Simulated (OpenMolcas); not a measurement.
Cl3+: effect of the active space

```json
{
 "Program": "OpenMolcas 26.06",
 "Method": "SS-CASPT2 or its RAS form, IPEA 0.25 Eh, imaginary shift 0.1 Eh",
 "Basis": "ANO-R2",
 "Scalar Hamiltonian": "X2C, finite nucleus",
 "Spin-orbit coupling": "state interaction with AMFI integrals over the reference wave functions, term energies averaged over their components"
}
```

A. 2 electrons in 3 orbitals (3p); 2S+1 = 3 even, 3 roots; 2S+1 = 1 even, 6 roots; closed shells correlated: 2s 2p 3s; CASPT2 step about 1 core-seconds
B. 4 electrons in 4 orbitals (3s 3p); 2S+1 = 3 even, 6 roots; 2S+1 = 1 even, 12 roots; 2S+1 = 5 odd, 1 root; 2S+1 = 3 odd, 9 roots; 2S+1 = 1 odd, 8 roots; closed shells correlated: 2s 2p; CASPT2 step roughly 4 core-seconds
C. 4 electrons in 8 orbitals (3s 3p 4s 4p); 2S+1 = 3 even, 3 roots; 2S+1 = 1 even, 12 roots; 2S+1 = 5 odd, 1 root; 2S+1 = 3 odd, 9 roots; 2S+1 = 1 odd, 8 roots; closed shells correlated: 2s 2p; CASPT2 step roughly 15 core-seconds
D. 4 electrons in 9 orbitals (RAS2 3s 3p; RAS3 3d, at most 2 electrons); 2S+1 = 3 even, 6 roots; 2S+1 = 1 even, 12 roots; 2S+1 = 5 odd, 1 root; 2S+1 = 3 odd, 8 roots; 2S+1 = 1 odd, 8 roots; closed shells correlated: 2s 2p; CASPT2 step about 26 core-seconds

Energies in cm⁻¹ above 3s² 3p² ³P₀, the measured ground level; measured values from Moore, Atomic Energy Levels, vol. I, NSRDS-NBS 35 (1971 reprint of NBS Circular 467, 1949).

```csv
Level,A,B,C,D,Measured
3s² 3p² ³P₀,0.0,0.0,0.0,0.0,0.0
3s² 3p² ³P₁,453,446,439,434,491
3s² 3p² ³P₂,1251,1226,1210,1202,1341
3s² 3p² ¹D₂,13850,13470,14030,14140,13766
3s² 3p² ¹S₀,33290,31630,32350,33470,32550
```

Deviations, from unrounded energies. A percentage is the sum of absolute deviations over the sum of measured energies, with the sign that they share, or ± where signs differ.

| Against measurement | Levels | A | B | C | D |
| --- | --- | --- | --- | --- | --- |
| mean absolute deviation (cm-1) | 4 | 240 | 340 | 160 | 370 |
| fine structure of the ground term (%) | 2 | -7.0 | -8.7 | -10.0 | -10.7 |
| other terms of the ground configuration (%) | 2 | +1.8 | -2.6 | ±1.0 | +2.8 |

C lies closest to measurement on these levels and D furthest from it. The largest miss of C in the table is 3s² 3p² ¹D₂, by +260 cm-1. The ranking rests on the paired levels alone, and a cruder setting can come out closer through cancelling errors.

Among A to D the level of the table that moves most is 3s² 3p² ¹S₀, by 1800 cm-1 (lowest in B, highest in D). Moves below CASPT2's spread within the term are not significant.

Term energies are means over components that CASPT2 splits; among the terms shown or strongly mixed into the levels shown the widest spread is 120 cm-1 (3s² 3p² ¹D, A). Over all roots computed the reference weight is 0.85 to 0.98 in B, 0.83 to 0.98 in C; the roots of lowest weight are the least certain, and an intruder state may touch them. With the s shell closed, the reference lacks s² → p² mixing (holds for A). Active for correlation alone: 4p 4s; no level in the range computed is led by a configuration that fills them, so any true level of that kind is missing (holds for C). Active for correlation alone: 3d; no level in the range computed is led by a configuration that fills it, so any true level of that kind is missing (holds for D). Measured partners are found by configuration, term and J. A level has none where our copy of the source lacks it or the pairing is in doubt (some pairs that miss far off the trend of their configuration count as doubtful), and it then counts in no deviation. Only configurations of the active space appear. Levels that lie high or do not pair safely by name in every column are left out.
